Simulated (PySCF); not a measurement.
**Radial density of Cu²⁺ (copper, charge +2)**

UHF, [Ar] 3d9, 2D determinant. All numbers are calculated (PySCF 2.14, the spin-free X2C one-electron Hamiltonian (Gaussian nucleus), in x2c-TZVPPall with one added diffuse shell each of s, p, d, f type (7s6p5d3f1g, 80 functions)).

```json
{"r (bohr)": "0.000855", "4πr²ρ (e/bohr)": "0.2262", "4πr²(ρα − ρβ)": "0.0000"}
{"r (bohr)": "0.00144", "4πr²ρ (e/bohr)": "0.5676", "4πr²(ρα − ρβ)": "0.0000"}
{"r (bohr)": "0.00242", "4πr²ρ (e/bohr)": "1.413", "4πr²(ρα − ρβ)": "0.0000"}
{"r (bohr)": "0.00407", "4πr²ρ (e/bohr)": "3.403", "4πr²(ρα − ρβ)": "0.0000"}
{"r (bohr)": "0.00685", "4πr²ρ (e/bohr)": "7.707", "4πr²(ρα − ρβ)": "0.0000"}
{"r (bohr)": "0.0115", "4πr²ρ (e/bohr)": "15.75", "4πr²(ρα − ρβ)": "0.0001"}
{"r (bohr)": "0.0194", "4πr²ρ (e/bohr)": "27.13", "4πr²(ρα − ρβ)": "0.0002"}
{"r (bohr)": "0.0326", "4πr²ρ (e/bohr)": "35.16", "4πr²(ρα − ρβ)": "0.0005"}
{"r (bohr)": "0.0548", "4πr²ρ (e/bohr)": "31.40", "4πr²(ρα − ρβ)": "0.0020"}
{"r (bohr)": "0.0922", "4πr²ρ (e/bohr)": "28.98", "4πr²(ρα − ρβ)": "0.0122"}
{"r (bohr)": "0.155", "4πr²ρ (e/bohr)": "39.97", "4πr²(ρα − ρβ)": "0.0774"}
{"r (bohr)": "0.261", "4πr²ρ (e/bohr)": "26.91", "4πr²(ρα − ρβ)": "0.3794"}
{"r (bohr)": "0.439", "4πr²ρ (e/bohr)": "18.79", "4πr²(ρα − ρβ)": "0.9913"}
{"r (bohr)": "0.738", "4πr²ρ (e/bohr)": "20.37", "4πr²(ρα − ρβ)": "1.0553"}
{"r (bohr)": "1.24", "4πr²ρ (e/bohr)": "6.091", "4πr²(ρα − ρβ)": "0.3991"}
{"r (bohr)": "2.09", "4πr²ρ (e/bohr)": "0.6335", "4πr²(ρα − ρβ)": "0.0403"}
{"r (bohr)": "3.51", "4πr²ρ (e/bohr)": "0.02566", "4πr²(ρα − ρβ)": "0.0005"}
{"r (bohr)": "5.91", "4πr²ρ (e/bohr)": "3.051e-05", "4πr²(ρα − ρβ)": "0.0000"}
{"r (bohr)": "9.93", "4πr²ρ (e/bohr)": "1.485e-05", "4πr²(ρα − ρβ)": "0.0000"}
```

Densities and radii are taken from the X2C orbitals without a picture-change correction, which distorts them close to the nucleus.
